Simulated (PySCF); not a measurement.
SMILES COC[SiH2]c1cccs1 (GFN2-xTB optimised geometry):

```
19

C     -3.221     0.555     0.253
O     -2.059    -0.119    -0.147
C     -1.728    -1.218     0.679
Si    -0.073    -1.859    -0.019
C      1.098    -0.398     0.000
C      2.465    -0.398     0.000
C      3.035     0.890     0.000
C      2.090     1.867    -0.002
S      0.497     1.231    -0.007
H     -4.094    -0.110     0.223
H     -3.119     0.953     1.270
H     -3.366     1.377    -0.445
H     -1.643    -0.894     1.725
H     -2.523    -1.975     0.642
H      0.446    -2.929     0.843
H     -0.290    -2.339    -1.387
H      3.041    -1.307     0.003
H      4.094     1.079     0.002
H      2.237     2.929    -0.001
```

Computed with CAM-B3LYP/def2-SVP (PySCF).

Q: What are the frontier orbital energies and the dipole moment?

A: HOMO-2 -8.88 eV, HOMO-1 -8.22 eV, HOMO -7.85 eV, LUMO 0.78 eV, LUMO+1 2.26 eV; dipole moment 1.28 D.

On the same geometry PySCF with PBE/def2-SVP gives HOMO-2 -5.99 eV, HOMO-1 -5.86 eV, HOMO -5.62 eV, LUMO -1.22 eV, LUMO+1 0.28 eV; dipole moment 1.22 D.

Meta-Löwdin charges at CAM-B3LYP/def2-SVP: C1 -0.07, O2 -0.40, C3 -0.19, Si4 0.67, C5 -0.35, C6 -0.12, C7 -0.14, C8 -0.24, S9 0.28, H10 0.08, H11 0.08, H12 0.11, H13 0.09, H14 0.08, H15 -0.11, H16 -0.11, H17 0.11, H18 0.11, H19 0.12.
